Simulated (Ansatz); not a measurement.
Correlation energies of CH₈BFGaGeNSe, SMILES `[NH2][GeH2][B](CF)[GaH][SeH]` by basis set

Z-matrix (Å, degrees):
```
Ge
B 1 2.062
N 1 1.855 2 110.2
H 1 1.552 2 110.6 3 126.2
H 1 1.542 2 109.9 3 -115.8
C 2 1.545 1 117.5 3 0.8
Ga 2 2.070 1 123.5 3 176.3
H 3 1.012 1 113.7 2 71.9
H 3 1.012 1 113.2 2 -165.1
F 6 1.397 2 115.3 1 178.5
H 6 1.101 2 110.4 1 -59.4
H 6 1.101 2 110.0 1 56.0
Se 7 2.337 2 115.7 1 -79.5
H 7 1.563 2 131.9 1 98.1
H 13 1.469 7 94.4 2 -0.2
```

Charge 0, multiplicity 1. Correlated methods include outer-core shells of Ga, Ge, Se, which these sets cover unevenly. Scalar relativity is left out up to krypton. The structure was optimised at the PBE0-D4/def2-TZVP level. It is one conformer, not always the lowest. Frozen core, restricted reference, the Gaussian-basis code of Ansatz.

| basis | HF (Eh) | MP2 corr. | CCSD corr. | (T) | CCSD(T) total |
| --- | --- | --- | --- | --- | --- |
| def2-SVP | -6618.59308 | -1.25052 | -1.29234 | -0.03730 | -6619.92272 |
| def2-TZVPP | -6619.66913 | -1.48799 | -1.52878 | -0.05882 | -6621.25673 |
| def2-QZVPP | -6619.80772 | -2.36008 | – | – | – |
